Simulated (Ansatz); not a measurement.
Two isomers of C3H9AlSi: A = `C=C(C)[SiH2][AlH2]`, B = `C[C@H]1[AlH][Si@@H]1C`.

Gas-phase electronic energies from Ansatz, PBE0-D4/def2-TZVP geometries. CCSD(T)/CBS is the MP2 limit (def2-TZVPP, def2-QZVPP) plus CCSD(T) − MP2 in def2-TZVPP, frozen cores. DFT in def2-TZVPP. B3LYP here is the variant with VWN-RPA as its local correlation; programs differ in this. Each species was taken in one conformer, which may not be the lowest.

A:

```xyz
14

C     1.8600   -0.7613    0.4886
C     0.8691   -0.1421   -0.1515
C     1.0129    1.2571   -0.6697
Si   -0.7850   -0.9994   -0.3819
Al   -2.5655    0.1434    0.8736
H     1.7620   -1.7762    0.8602
H     2.8172   -0.2725    0.6610
H     0.2629    1.9227   -0.2292
H     2.0025    1.6667   -0.4514
H     0.8600    1.2909   -1.7532
H    -1.1485   -0.9742   -1.8345
H    -0.6474   -2.4306    0.0151
H    -2.4369    1.6986    1.1912
H    -3.8633   -0.6230    1.3817
```

B:

Z-matrix (Å, degrees):
```
C
C 1 1.514
H 1 1.095 2 112.5
H 1 1.094 2 112.1 3 -121.2
H 1 1.093 2 110.5 3 119.5
Al 2 1.957 1 140.0 3 -177.7
Si 2 1.909 1 125.9 3 -68.1
H 2 1.114 1 111.2 3 58.4
H 6 1.587 2 140.7 1 -50.4
C 7 1.877 2 121.5 1 89.0
H 7 1.496 2 108.5 1 -39.3
H 10 1.093 7 110.5 2 169.6
H 10 1.092 7 110.9 2 49.8
H 10 1.093 7 110.5 2 -70.7
```

Q: Which isomer does CCSD(T)/CBS put lower? Give the gap. (Best estimate.)

A: Computed: A, by 3.1 kcal/mol.

Q: Give E(B) − E(A) in kcal/mol with CCSD/def2-TZVPP, r2SCAN-D4, PBE-D4, B2PLYP, HF/def2-TZVPP, B3LYP, B3LYP-D4. (Estimate.)

A: Ansatz gave: CCSD/def2-TZVPP 4.5, r2SCAN-D4 -0.4, PBE-D4 -0.7, B2PLYP 3.8, HF/def2-TZVPP 12.9, B3LYP 5.0, B3LYP-D4 5.5. The order is the other way round with r2SCAN-D4, PBE-D4.

Largest T1 diagnostic: 0.012.

In def2-TZVPP, CCSD(T) changes the Hartree–Fock value by −9.3 kcal/mol (the triples alone add −0.9 kcal/mol) and MP2 by −12.4 kcal/mol.
